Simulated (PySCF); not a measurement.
C6H8S.
Geometry (PBE0-D3(BJ)/def2-SVP, Å), atoms numbered from 1 in this order:
```xyz
15
C6H8S angstrom
C      2.069    0.277    1.342
C      1.561    0.423    0.114
C      0.274   -0.069   -0.395
C     -0.102    0.240   -1.653
C     -0.628   -0.903    0.448
C     -2.041   -0.426    0.574
S     -0.108   -2.265    1.179
H      3.032    0.725    1.598
H      1.560   -0.297    2.119
H      2.129    1.005   -0.622
H     -1.050   -0.100   -2.076
H      0.562    0.809   -2.309
H     -2.495   -0.272   -0.419
H     -2.049    0.560    1.069
H     -2.645   -1.135    1.153
```

Method: core-valence-separated Tamm–Dancoff BHandHLYP/aug-pcX-1 (pcseg-1 on H, def2-SVPD on S) in PySCF, non-relativistic, gas phase, PBE0-D3(BJ)/def2-SVP geometry. Absolute energies from this functional tend to lie a few eV below measured edges; no shift was applied.

The lowest roots of each edge with f over 0.003 (five at most, numbered afresh; weaker and dark ones are left out), with transition dipoles (au) in the frame of the coordinates:

| root | edge | E (eV) | f | μx | μy | μz |
| --- | --- | --- | --- | --- | --- | --- |
| 1 | C | 282.05 | 0.0473 | 0.0411 | -0.0702 | -0.0149 |
| 2 | C | 282.06 | 0.0819 | -0.0219 | -0.0621 | -0.0867 |
| 3 | C | 282.15 | 0.0603 | -0.0436 | 0.0776 | 0.0286 |
| 4 | C | 282.81 | 0.0285 | -0.0308 | 0.0530 | 0.0188 |
| 5 | C | 282.87 | 0.0746 | -0.0465 | 0.0870 | 0.0321 |

Molecules are fixed in this frame and the field points along (1, 0, −1)/√2. What effective strengths 3 f cos²θ do the roots have (θ between field and μ)?

root 1 (C4): 0.033, root 2 (C5): 0.044, root 3 (C1): 0.054, root 4 (C2): 0.026, root 5 (C3): 0.064. Root 5 is the strongest. Averaged over all orientations cos²θ is 1/3, which gives f back.

One conformer stands for the species.
